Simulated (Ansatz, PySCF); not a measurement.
H2ISi, SMILES [SiH2]I (connectivity only; charge and spin as stated), charge +1, multiplicity 1.

Geometry: B3LYP-D3(BJ)/def2-TZVP. The spin state was assumed, not searched. The isomer is the one that the SMILES or the coordinates give; other isomers of the formula were not compared. The def2 effective core potentials stand for the cores of I; spin–orbit coupling is left out.

Vertical ionisation energy (IE) and electron affinity (EA) in eV. Rows of orbital energies are one-electron estimates. Where ΔSCF, EOM or ADC give a negative EA the extra electron is unbound and the value depends on the basis.

| level | IE | EA |
|---|---|---|
| −ε(HOMO), −ε(LUMO), HF/def2-TZVPD (PySCF) | 16.25 | 5.90 |
| −ε(HOMO), −ε(LUMO), PBE/def2-TZVPD (PySCF) | 12.74 | 9.99 |
| ΔSCF, PBE0/def2-TZVPD (Ansatz), final states of multiplicity 2 and 2 | 16.17 | 7.28 |
| ΔSCF, PBE/def2-TZVPD (Ansatz), final states of multiplicity 2 and 2 | 16.11 | 7.19 |

**Question.** What vertical singlet–triplet gap does ΔSCF give with PBE0/def2-TZVPD (Ansatz, an electronic-structure program) and with PBE/def2-TZVPD (Ansatz)? (The exact figures need the calculation; the answer reports its results.)

**Answer.** 3.06 and 3.01 eV (triplet above singlet where positive).
